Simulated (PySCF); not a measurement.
Dipole response of W⁺ (tungsten, charge +1)

[Xe] 4f14 5d4 6s1, high-spin 6D determinant. Calculation: PySCF 2.14, in aug-cc-pVTZ-PP with one added diffuse shell each of s, p, d, f, g type with ECP60MDF (7s7p6d4f3g, 113 functions); a scalar-relativistic core potential. Coupled (time-dependent) response in atomic units; α is the mean over directions.

| method | mean α (bohr³) | α xx, yy, zz | C₆ (like pair) | S(−4) |
| --- | --- | --- | --- | --- |
| UHF | 44.43 | 43.89, 43.89, 45.49 | 391.9 | 928.3 |
| PBE | 35.02 | 34.35, 34.35, 36.38 | 299.9 | 500.6 |

S(−4) is the Cauchy moment in α(ω) = α(0) + S(−4) ω² + …

Spin-orbit coupling is absent.

α(iu) at UHF:

```
u (hartree)  α(iu) (bohr³)
          0          44.43
     0.0500          42.25
      0.100          37.04
      0.200          25.94
      0.300          18.54
      0.500          11.22
      0.750          7.278
       1.00          5.251
       1.50          3.184
       2.00          2.150
       3.00          1.163
       5.00         0.4865
```

For an ion, C₆ is the dispersion term alone; charge-induced terms of lower order in 1/R come first.

The components differ because the open shell of this determinant is not spherical; for a pure term their mean is the scalar polarisability.

Energies and moments cover only the electrons outside the core potential. Spin-orbit coupling, absent here, splits the open shell strongly.
